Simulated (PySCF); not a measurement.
Isomers of C7H6O and their computed core-level spectra.

Method: PySCF, delta-SCF UKS SCAN, pcX-2 on the ionised atom, pcseg-1 elsewhere, spin-free X2C. Geometries: PBE0-D3(BJ)/def2-SVP; isolated species, one conformer each.

Line lists (1s up to Mg, 2p3/2 beyond; areas count atoms within a level, one atom standing for each set equivalent by bonding):
1. C 1s: 290.51 (area 2), 290.93 (area 2), 291.13 (area 2), 292.68 (area 1) eV; O 1s: 536.21 eV
2. C 1s: 290.02 (area 1), 290.15 (area 1), 290.15 (area 1), 290.35 (area 1), 291.34 (area 1), 291.56 (area 1), 292.05 (area 1) eV; O 1s: 539.71 eV
3. C 1s: 290.62 (area 1), 290.68 (area 1), 291.05 (area 1), 291.13 (area 1), 291.15 (area 1), 292.84 (area 1), 293.76 (area 1) eV; O 1s: 537.40 eV

Structures:
A. `C(#CC(C)=O)CC#C`
B. `CC#Cc1ccco1`
C. `O=c1cccccc1`

Question: Which list belongs to which compound?

Answer: 
- 1 = C: no other candidate has these counts of sites. C 1s: 290.51 unsaturated ring CH carbon (×2), 290.93 unsaturated ring CH carbon (×2), 291.13 unsaturated ring CH carbon (×2), 292.68 ring carbonyl carbon; O 1s: 536.21 carbonyl oxygen.
- 2 = B: another candidate has the same counts of sites, so positions decide. C 1s: 290.02 alkyne carbon, 290.15 alkyne carbon, 290.15 aromatic CH carbon, 290.35 aromatic CH carbon, 291.34 aromatic CH next to a ring oxygen, 291.56 propargylic carbon, 292.05 substituted aromatic carbon; O 1s: 539.71 furan-type oxygen.
- 3 = A: another candidate has the same counts of sites, so positions decide. C 1s: 290.62 alkyne carbon, 290.68 terminal alkyne carbon, 291.05 alkyne carbon, 291.13 methyl carbon next to a carbonyl, 291.15 alkyne carbon, 292.84 propargylic carbon, 293.76 ketone carbonyl carbon; O 1s: 537.40 ketone oxygen.

8 of these hole states are spin-contaminated (⟨S²⟩ up to 0.96, against 0.75; counted from 0.85) and less certain.
